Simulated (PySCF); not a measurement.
Geometry:
```json
{"atom": "O1", "x (Å)": "2.764", "y (Å)": "0.461", "z (Å)": "1.822"}
{"atom": "C2", "x (Å)": "2.946", "y (Å)": "0.683", "z (Å)": "0.664"}
{"atom": "O3", "x (Å)": "2.117", "y (Å)": "0.398", "z (Å)": "-0.331"}
{"atom": "C4", "x (Å)": "0.845", "y (Å)": "-0.126", "z (Å)": "0.044"}
{"atom": "C5", "x (Å)": "0.233", "y (Å)": "-0.838", "z (Å)": "-1.162"}
{"atom": "C6", "x (Å)": "-1.192", "y (Å)": "-1.280", "z (Å)": "-0.890"}
{"atom": "O7", "x (Å)": "-1.579", "y (Å)": "-2.393", "z (Å)": "-1.116"}
{"atom": "C8", "x (Å)": "-2.084", "y (Å)": "-0.185", "z (Å)": "-0.348"}
{"atom": "C9", "x (Å)": "-1.456", "y (Å)": "0.526", "z (Å)": "0.857"}
{"atom": "C10", "x (Å)": "-0.066", "y (Å)": "1.007", "z (Å)": "0.526"}
{"atom": "O11", "x (Å)": "0.307", "y (Å)": "2.142", "z (Å)": "0.613"}
{"atom": "H12", "x (Å)": "3.855", "y (Å)": "1.139", "z (Å)": "0.243"}
{"atom": "H13", "x (Å)": "0.984", "y (Å)": "-0.824", "z (Å)": "0.883"}
{"atom": "H14", "x (Å)": "0.842", "y (Å)": "-1.701", "z (Å)": "-1.439"}
{"atom": "H15", "x (Å)": "0.227", "y (Å)": "-0.141", "z (Å)": "-2.004"}
{"atom": "H16", "x (Å)": "-3.050", "y (Å)": "-0.611", "z (Å)": "-0.074"}
{"atom": "H17", "x (Å)": "-2.245", "y (Å)": "0.539", "z (Å)": "-1.152"}
{"atom": "H18", "x (Å)": "-1.388", "y (Å)": "-0.167", "z (Å)": "1.698"}
{"atom": "H19", "x (Å)": "-2.069", "y (Å)": "1.377", "z (Å)": "1.158"}
```

- GFN2-xTB geometry
- shieldings: GIAO PBE0/pcSseg-1
- program: PySCF 2.14.0 with density-fitted response routines
- no solvent, single conformer, no relativistic terms

δ = σ(ref) − σ, references computed at the same level: 13C (σ = 186.93 ppm), 1H (σ = 31.72 ppm) vs TMS; 17O (σ = 336.08 ppm) against H2O.

```tsv
atoms	nucleus	count	δ (ppm)
C10	13C	1	206.2
H14	1H	1	2.97
C8	13C	1	43.5
O7	17O	1	703.6
C2	13C	1	?
H12	1H	1	8.25
C5	13C	1	48.8
O3	17O	1	?
H16	1H	1	?
H19	1H	1	2.67
H18	1H	1	?
O1	17O	1	441.4
C9	13C	1	38.4
H17	1H	1	2.69
C6	13C	1	207.4
H15	1H	1	?
C4	13C	1	76.9
O11	17O	1	?
H13	1H	1	5.61
```

Problem. Estimate the values marked ?.

Solution. 
- C2: 164.8 ppm, ester carbonyl carbon; lone-pair donation from the attached heteroatom keeps it upfield of a ketone carbonyl
- H15: 2.97 ppm, hydrogen on an sp3 CH2 α to a carbonyl; α to C=O
- H16: 2.70 ppm, hydrogen on an sp3 CH2 α to a carbonyl; α to C=O
- H18: 2.69 ppm, hydrogen on an sp3 CH2 α to a carbonyl; α to C=O
- O11: 664.6 ppm, ketone oxygen
- O3: 224.0 ppm, ester alkoxy oxygen

Shifts are as computed. Against solution values, carbons near 30 ppm lie about +3 ppm off and those near 130 ppm about +5 ppm. Of 1211 compounds with measured shifts, 218 miss one by over three times the rms of a fit or turn the order of signals round; such compounds aren't used in these exercises. Unscaled 17O shifts of doubly bonded oxygen tend to come out too high, by tens of ppm or more. Experimental scales use liquid or dissolved standards, which lie at an offset from isolated H2O (liquid H2O: subtract about 36 ppm).
